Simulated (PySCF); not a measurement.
PySCF job for C4H8Si, SMILES C#C[SiH](C)C, HF/pcSseg-1. Geometry: B3LYP-D3(BJ)/def2-SVP.

```python
import numpy as np
from pyscf import gto, scf, dft
from pyscf.prop.nmr import rhf as nmr

mol = gto.M(
    atom='''
    Si   -0.38931860    0.41779958    0.00000000
    C    -1.16087432   -0.31009569    1.55432354
    C    -1.16087433   -0.31009568   -1.55432355
    C     1.42141792    0.05827927   -0.00000000
    C     2.61215683   -0.19751118   -0.00000000
    H    -0.55452250    1.90153073    0.00000000
    H    -2.24117894   -0.09395677    1.58914500
    H    -0.69647766    0.11044588    2.45992409
    H    -1.02710487   -1.40342606    1.57793894
    H    -0.69647767    0.11044589   -2.45992409
    H    -1.02710487   -1.40342606   -1.57793894
    H    -2.24117895   -0.09395677   -1.58914499
    H     3.66354921   -0.42031125   -0.00000001
    ''',
    basis='pcSseg-1',
    charge=0,
    spin=0,
    max_memory=1600,
    verbose=3,
)
mf = scf.RHF(mol)
mf.conv_tol = 1e-10
mf.max_cycle = 100
mf.kernel()
n = nmr.NMR(mf)
n.verbose = 2
n.max_cycle_cphf = 60
sigma = n.kernel()
print('atom   isotropic/ppm   span/ppm')
for i, s in enumerate(sigma):
    w = np.linalg.eigvalsh((s + s.T) / 2)
    print(f'{mol.atom_symbol(i):2s}{i + 1:3d} {w.mean():14.3f} {w[2] - w[0]:11.3f}')
```

Program output:

```
converged SCF energy = -444.987734318711
atom   isotropic/ppm   span/ppm
Si  1        428.530      66.107
C   2        191.850       6.175
C   3        191.850       6.175
C   4        101.947     299.012
C   5         82.878     243.247
H   6         27.658       8.061
H   7         31.586      12.167
H   8         31.220      12.081
H   9         31.378      10.459
H  10         31.220      12.081
H  11         31.378      10.459
H  12         31.586      12.167
H  13         29.057      15.187
```

The calculation finished and met its thresholds.
